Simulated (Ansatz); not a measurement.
Ansatz results at the PBE0-D4/def2-TZVP geometry: LUMO energy (PBE0/def2-TZVPP) -1.77 eV; HOMO–LUMO gap (PBE0/def2-TZVPP) 5.21 eV; HOMO–LUMO gap (ωB97M-V/def2-TZVPP) 9.21 eV.

(1) Which molecule gave them?
A. `[CH3][Zr]1234([F])([F])[C@@H]5[C@H]1[C@H]2[C@@]3([SiH3])[C@@H]54`
B. `C[N](C)[Zr]1234([NH2])([NH2])[C@H]5[C@@H]1[C@@H]2[C@@H]3[C@H]54`
C. `[Cl][Zr]12345678([Cl])([C@H]9[C@@H]1[C@@H]2[C@@H]3[C@H]94)[C@H]1[C@@H]5[C@@H]6[C@@H]7[C@H]18`
D. `C[N](C)[Ti]1234([NH2])([NH2])[C@@H]5[C@H]1[C@H]2[C@@]3(C)[C@@H]54`

Results:

(1) C. The others give `[CH3][Zr]1234([F])([F])[C@@H]5[C@H]1[C@H]2[C@@]3([SiH3])[C@@H]54`: -1.27, 6.38, 10.59; `C[N](C)[Ti]1234([NH2])([NH2])[C@@H]5[C@H]1[C@H]2[C@@]3(C)[C@@H]54`: -0.61, 5.19, 9.25; `C[N](C)[Zr]1234([NH2])([NH2])[C@H]5[C@@H]1[C@@H]2[C@@H]3[C@H]54`: -0.01, 5.84, 9.26.
